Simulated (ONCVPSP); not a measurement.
Configuration tests for Sc (Z = 21) (ONCV)

```json
{
  "Element": "Sc",
  "Generator": "ONCVPSP 4.0.1",
  "Type": "optimised norm-conserving Vanderbilt (ONCV)",
  "Functional": "PBE",
  "Relativity": "scalar-relativistic",
  "Frozen core": "[Ne]",
  "Valence charge": "11",
  "Reference configuration": "3s2 3p6 3d1 4s1 (charge +1)",
  "Partial waves": "3s+4s: rc 1.60 bohr, ncon 4, nbas 8, qcut 6 1/bohr, 2 projectors; 3p: rc 1.40 bohr, ncon 4, nbas 8, qcut 11.7 1/bohr, 2 projectors, debl 3 Ha; 3d: rc 2.10 bohr, ncon 4, nbas 9, qcut 6.9 1/bohr, 2 projectors, debl 1.9 Ha",
  "Local potential": "polynomial inside 1.00 bohr (lpopt 5, dvloc0 3 Ha)",
  "Core correction": "none"
}
```

Energies are relative to the spin-unpolarised reference configuration 3s2 3p6 3d1 4s1; without spin polarisation the order of configurations can differ from experiment.

```tsv
valence configuration	charge	ΔE all-electron (eV)	error AE − PS (meV)
3s2 3p6 3d0 4s0	+3	37.638	+153
3s2 3p6 3d2 4s0	+1	0.681	+40
```

(1) What are ΔE and the potential's error for 3s2 3p6 3d1 4s0?

(2) What are ΔE and the potential's error for 3s2 3p6 3d1 4s2?

Levels in the configuration 3s2 3p6 3d2 4s0:

| level | all-electron (eV) | pseudo (eV) |
| --- | --- | --- |
| 3s | -57.878 | -57.945 |
| 3p | -36.664 | -36.700 |
| 3d | -6.950 | -6.984 |

Results:

(1) ΔE = 12.768 eV all-electron; the error (AE − PS) is -1.1 meV.

(2) ΔE = -6.897 eV all-electron; the error (AE − PS) is +0.5 meV.
